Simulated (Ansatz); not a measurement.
Input for Ansatz (development build ahead of 0.2.0):

```yaml
crystal:
  periodic: [false, false, false]
  atoms:
    - { symbol: H, position_ang: [1.5, 0.0, 1.0e-05] }
    - { symbol: H, position_ang: [1.14906, 0.96419, -1.0e-05] }
    - { symbol: H, position_ang: [0.26048, 1.47722, 0.0] }
    - { symbol: H, position_ang: [-0.75, 1.29904, -1.0e-05] }
    - { symbol: H, position_ang: [-1.40954, 0.51302, 0.0] }
    - { symbol: H, position_ang: [-1.40953, -0.51302, 0.0] }
    - { symbol: H, position_ang: [-0.75001, -1.29904, -1.0e-05] }
    - { symbol: H, position_ang: [0.26046, -1.47722, 1.0e-05] }
    - { symbol: H, position_ang: [1.14907, -0.96418, -1.0e-05] }
basis:
  gaussian: { orbitals: def2-SVP }
magnetization:
  spin_polarized: true
  initial_magnetization: 1
hamiltonian:
  xc: hf
correlation:
  method: mp2
  frozen_orbitals: { H: 0 }
output:
  forces: true
```

The input is written out in the form of the current development build from the run's settings.

Results

```yaml
Converged: yes
Reference_energy: -4.78420 hartree
Correlation_energy: -0.15454 hartree
Total_energy: -4.93874 hartree
Spin_squared_of_the_determinant: 0.818
Stability_test: minimum
```

Forces (eV/Å):
| atom | Fx | Fy | Fz |
| --- | --- | --- | --- |
| H1 | 0.229 | -2.946 | 0.000 |
| H2 | -1.656 | 0.970 | 0.000 |
| H3 | 0.721 | 0.318 | 0.000 |
| H4 | 0.768 | -0.330 | 0.000 |
| H5 | -0.849 | -1.284 | 0.000 |
| H6 | -0.395 | 2.370 | 0.000 |
| H7 | 2.818 | -1.572 | 0.000 |
| H8 | -3.607 | -0.544 | 0.000 |
| H9 | 1.970 | 3.017 | 0.000 |

Caution: bonds are stretched, where a single reference can fail; the determinant breaks the point group.
